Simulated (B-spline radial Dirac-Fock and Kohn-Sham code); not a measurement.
## Ionisation energies of osmium ions, computed and tabulated

Method: Dirac-Fock ΔSCF + Breit + QED. Computed with a radial finite-basis atomic code. Each value is the difference of the configuration-average energies of two neighbouring ions in their tabulated ground configurations. Electron correlation is not included. NIST's values refer to the lowest levels; many for high charge states are themselves semi-empirical or theoretical. Where a p, d or f shell is open in either ion the computed value averages over both j values and all terms, while the table refers to the lowest levels; that difference holds spin-orbit splitting (largest in heavy or highly charged ions), term energies where several electrons share open shells, and correlation, and it can reach 10 % or more.

```
  ion  configuration  computed (eV)        NIST (eV)         kind  NIST − computed (eV)
Os⁶⁴⁺       [Ne] 3s2         7467.6        7468 ± 24  theoretical                 +0.41
Os⁶⁵⁺       [Ne] 3s1         7605.8        7610 ± 30  theoretical                 +4.15
Os⁶⁶⁺   [He] 2s2 2p6        17079.9       16560 ± 40  theoretical               -519.87
Os⁶⁷⁺   [He] 2s2 2p5        17441.8       16900 ± 40  theoretical               -541.76
Os⁶⁸⁺   [He] 2s2 2p4        17807.0       17270 ± 50  theoretical               -537.05
Os⁶⁹⁺   [He] 2s2 2p3        18175.7       17620 ± 50  theoretical               -555.74
Os⁷⁰⁺   [He] 2s2 2p2        18547.8       19600 ± 60  theoretical              +1052.16
Os⁷¹⁺   [He] 2s2 2p1        18923.4       20030 ± 60  theoretical              +1106.64
Os⁷⁴⁺            1s2        83971.3  83976.18 ± 0.22  theoretical                 +4.93
Os⁷⁵⁺            1s1        85614.1  85614.42 ± 0.15  theoretical                 +0.32
```
